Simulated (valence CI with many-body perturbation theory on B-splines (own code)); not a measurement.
**Forbidden lines of Er³⁵⁺**

Level of theory: relativistic CI+MBPT: five valence electrons over a frozen Dirac-Fock core [Ar] 3d10, a basis of 9 s, 9 p, 8 d, 6 f, 3 g, 1 h functions for each j, with the one-electron correlation potential Σ1, the two-electron term Σ2, the three-electron term Σ3, Breit, model QED; selected CI, second order for the rest (own B-spline code, finite nucleus).

The last digits are not significant, and no measured levels were compared; by estimate large intervals hold to a few tenths of a per cent, small ones and those within an open d or f shell to about a per cent. Among the levels kept, up to 300 cm⁻¹ of a level comes from second order outside the variational space, and about a tenth of that is noise between levels of different J, which matters for small intervals.

Lines 1 to 24 of 24 in falling wavelength, among levels below 293.83 eV, chosen from the decays that carry over 1 % of a level's rate. Wavelengths and rates use the calculated energies. Electric multipoles are in the length gauge, E1 and E2 with the static RPA response of the core. S is in atomic units (e²a₀⁴ for E2 and M2, e²a₀⁶ for E3), for M1 in squared Bohr magnetons. Weak lines are less certain than strong ones. Lines between different terms over intervals too small for the method are left out, as are lines whose strength nearly cancels.

Levels are named by their leading jj configuration (3d3/2^4 stands for four electrons in 3d with j = 3/2), which in mixed levels can hold well under half, so a name can repeat and another be missing. Letters in brackets count levels of one name in rising energy.

```
λ vac (nm)                           Upper                               Lower  Type   A (s⁻¹)  S (a.u.)
     237.1  (4s^2 4p1/2 4p3/2 4d5/2) J=9/2  (4s^2 4p1/2 4p3/2 4d5/2) J=7/2 [a]    M1  3.44e+02  1.70e+00
     93.57  (4s^2 4p1/2 4p3/2 4d5/2) J=9/2      (4s^2 4p1/2 4p3/2 4d3/2) J=7/2    M1  1.45e+04  4.42e+00
     32.16  (4s^2 4p1/2 4p3/2 4d3/2) J=7/2          (4s^2 4p1/2^2 4d5/2) J=5/2    M1  1.15e+04  1.14e-01
     26.69      (4s^2 4p3/2^2 4d5/2) J=9/2  (4s^2 4p1/2 4p3/2 4d5/2) J=7/2 [b]    M1  4.48e+05  3.16e+00
     23.93  (4s^2 4p1/2 4p3/2 4d5/2) J=9/2          (4s^2 4p1/2^2 4d5/2) J=5/2    E2  9.67e+03  6.78e-02
     22.59      (4s^2 4p1/2 4p3/2^2) J=3/2          (4s^2 4p1/2^2 4p3/2) J=3/2    M1  1.72e+06  2.93e+00
     22.26            (4s^2 4p3/2^3) J=3/2          (4s^2 4p1/2 4p3/2^2) J=1/2    M1  4.34e+05  7.10e-01
     21.88  (4s^2 4p1/2 4p3/2 4d3/2) J=7/2          (4s 4p1/2^2 4p3/2^2) J=5/2    M1  2.54e+03  7.88e-03
     21.54      (4s^2 4p3/2^2 4d5/2) J=9/2      (4s^2 4p1/2 4p3/2 4d5/2) J=9/2    M1  7.97e+05  2.95e+00
     21.54      (4s^2 4p3/2^2 4d5/2) J=9/2      (4s^2 4p1/2 4p3/2 4d5/2) J=9/2    E2  2.09e+04  8.64e-02
     20.77      (4s^2 4p1/2 4p3/2^2) J=5/2          (4s^2 4p1/2^2 4p3/2) J=3/2    M1  3.08e+05  6.13e-01
     20.77      (4s^2 4p1/2 4p3/2^2) J=5/2          (4s^2 4p1/2^2 4p3/2) J=3/2    E2  3.90e+04  8.09e-02
     20.65  (4s^2 4p1/2 4p3/2 4d3/2) J=7/2          (4s^2 4p1/2^2 4d3/2) J=3/2    E2  1.97e+04  5.29e-02
     20.08            (4s^2 4p3/2^3) J=3/2          (4s^2 4p1/2 4p3/2^2) J=5/2    M1  5.65e+05  6.78e-01
     20.08            (4s^2 4p3/2^3) J=3/2          (4s^2 4p1/2 4p3/2^2) J=5/2    E2  8.08e+04  9.42e-02
     19.74      (4s^2 4p3/2^2 4d5/2) J=9/2  (4s^2 4p1/2 4p3/2 4d5/2) J=7/2 [a]    M1  6.70e+05  1.91e+00
     19.74      (4s^2 4p3/2^2 4d5/2) J=9/2  (4s^2 4p1/2 4p3/2 4d5/2) J=7/2 [a]    E2  2.06e+04  5.51e-02
     18.87      (4s^2 4p1/2 4p3/2^2) J=1/2          (4s^2 4p1/2^2 4p3/2) J=3/2    M1  1.21e+06  6.01e-01
     18.87      (4s^2 4p1/2 4p3/2^2) J=1/2          (4s^2 4p1/2^2 4p3/2) J=3/2    E2  4.42e+04  1.89e-02
     18.63            (4s^2 4p3/2^3) J=3/2          (4s^2 4p1/2 4p3/2^2) J=3/2    M1  2.44e+06  2.34e+00
     17.74  (4s^2 4p1/2 4p3/2 4d5/2) J=9/2          (4s 4p1/2^2 4p3/2^2) J=5/2    E2  4.60e+03  7.21e-03
     17.51      (4s^2 4p3/2^2 4d5/2) J=9/2      (4s^2 4p1/2 4p3/2 4d3/2) J=7/2    M1  4.98e+04  9.91e-02
     9.726      (4s^2 4p3/2^2 4d5/2) J=9/2          (4s 4p1/2^2 4p3/2^2) J=5/2    E2  2.21e+04  1.72e-03
     8.522  (4s^2 4p1/2 4p3/2 4d5/2) J=9/2          (4s^2 4p1/2 4p3/2^2) J=5/2    M2  3.59e+03  1.44e-04
```
